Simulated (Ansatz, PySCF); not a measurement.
Lewis adduct: AlH3 (SMILES [AlH3]) (first 4 atoms) with H2O (SMILES O); geometry from B3LYP-D3(BJ)/def2-TZVP, rigid monomers moved along the line of their centres of mass till Al1···O5 is 3.68 Å.
(charge 0, multiplicity 1):
```tsv
atom	x (Å)	y (Å)	z (Å)
Al	-0.0213	0.2183	0.3257
H	0.6033	-0.9348	-0.5657
H	-1.6083	0.3857	0.3374
H	0.8687	1.5100	0.6192
O	0.2023	-1.1296	3.7421
H	-0.6627	-1.2312	4.1597
H	0.7504	-0.5850	4.3218
```

Interaction energies are E(AB) − E(A) − E(B) at the monomers' geometry in the complex; basis-set methods are counterpoise corrected. Rows marked so take none.

Frozen-core correlation. Rows in 3-21G, 6-31G*, STO-3G carry no dispersion term and start afresh at each structure (6-31G* with six Cartesian d functions).

Programs: Ansatz (Gaussian orbitals); PySCF for 3-21G rows, 6-31G* rows, STO-3G rows, the dispersion terms. 

```
level                           interaction energy (kcal/mol)
------------------------------  -----------------------------
HF/STO-3G (no counterpoise)                             -2.84
HF/3-21G (no counterpoise)                              -8.55
HF/6-31G*                                               -4.48
PBE-D4/def2-TZVPPD                                      -4.20
r2SCAN-D4/def2-TZVPPD                                   -4.26
B3LYP/6-31G*                                            -4.23
B3LYP/6-31G* (no counterpoise)                            [?]
CCSD(T)/aug-cc-pV(D+d)Z                                   [?]
CCSD(T)/aug-cc-pV(T+d)Z                                 -4.12
```

Complete the blanks.


- B3LYP/6-31G* (no counterpoise), interaction energy (kcal/mol): -6.07
- CCSD(T)/aug-cc-pV(D+d)Z, interaction energy (kcal/mol): -4.03

Ansatz is an electronic-structure program.
